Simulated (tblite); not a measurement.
Species: C7H10N (doublet state).
Structure used (GFN2-xTB), in Å, numbered top down from 1:
```xyz
18
C7H10N angstrom
C      2.8328    0.2042   -0.4915
N      1.5948    0.3729   -0.5505
C      0.7333   -0.1363    0.4922
C      0.0062   -1.3286   -0.0158
C     -1.4669   -1.1932    0.0369
C     -1.7009    0.2203    0.5291
C     -1.1836    1.3123   -0.3546
C     -0.3701    0.8564    0.8192
H      3.4394    0.5631   -1.3103
H      3.3578   -0.2864    0.3369
H      1.3284   -0.3837    1.3969
H      0.5119   -2.1522   -0.4833
H     -1.9312   -1.3734   -0.9412
H     -1.9078   -1.9279    0.7253
H     -2.5634    0.4059    1.1524
H     -0.8220    1.0486   -1.3357
H     -1.6526    2.2827   -0.2977
H     -0.2148    1.5215    1.6554
```

Method: GFN2-xTB as coded in tblite; computed harmonic values from a numerical Hessian at the method's own geometry, unscaled. Errors from tens to a few hundred cm⁻¹ against measured bands are possible. One conformer, not necessarily the lowest. Open shells enter through the occupations alone, without spin polarisation, and single modes of such species can be off by tens of per cent.

Harmonic wavenumbers (cm⁻¹): 66.3, 97.5, 190.8, 304.5, 342.2, 386.2, 403.4, 471.4, 643.9, 698.4, 726.7, 832.9, 850.1, 892.5, 919.6, 955.4, 971.1, 1004.2, 1023.7, 1027.5, 1041.6, 1059.2, 1068.6, 1082.1, 1111.0, 1123.6, 1137.0, 1193.8, 1230.9, 1263.5, 1271.4, 1282.7, 1314.0, 1385.0, 1418.3, 1450.0, 1466.6, 1728.4, 2703.5, 2846.4, 2858.7, 2897.8, 3067.1, 3068.0, 3075.7, 3092.3, 3115.1, 3138.8.

A = 4278, B = 1718, C = 1418 MHz; mass 108.081 u (most abundant isotopes); point group C1, symmetry number 1; spin multiplicity 2.

**Question.** What is the zero-point energy?

**Answer.** Half the sum of the wavenumbers: 32650 cm⁻¹ = 93.35 kcal/mol.

**Question.** Give the ideal-gas entropy at 500 K and 1 bar in the rigid-rotor, harmonic-oscillator model (classical rotation).

**Answer.** Translation 42.54, rotation 29.37, vibration 35.05, spin (R ln 2) 1.38: S = 108.3 cal/(mol K).

**Question.** And Cp and H(500 K) − H(0)?

**Answer.** Cp = 51.02 cal/(mol K), of which vibrations give 43.07 (their classical limit is 48 R = 95.4); H(500 K) − H(0) = 13.82 kcal/mol without the zero-point energy, 9.85 from vibrations.

**Question.** Which modes carry the vibrational entropy at 500 K?

**Answer.** 66.3 cm⁻¹: 5.28; 97.5 cm⁻¹: 4.52; 190.8 cm⁻¹: 3.20; 304.5 cm⁻¹: 2.31; 342.2 cm⁻¹: 2.10; 386.2 cm⁻¹: 1.88 cal/(mol K); the other 42 give 15.76 together.

**Question.** What must be added to the electronic energy to get the Gibbs energy at 500 K and 1 bar?

**Answer.** ZPE + [H(500 K) − H(0)] − T·S = 93.35 + 13.82 − 54.17 = 53.00 kcal/mol.

Hindered rotation and anharmonicity are outside this model. Other conformers, if any are populated, would add a mixing term that is left out. The structure is chiral; the term R ln 2 for an equal mix with its mirror image is left out.

On Arm Neoverse V2, one thread, no GPU (shared host), this took 0.45 s wall. The figure is for the frequency step alone.
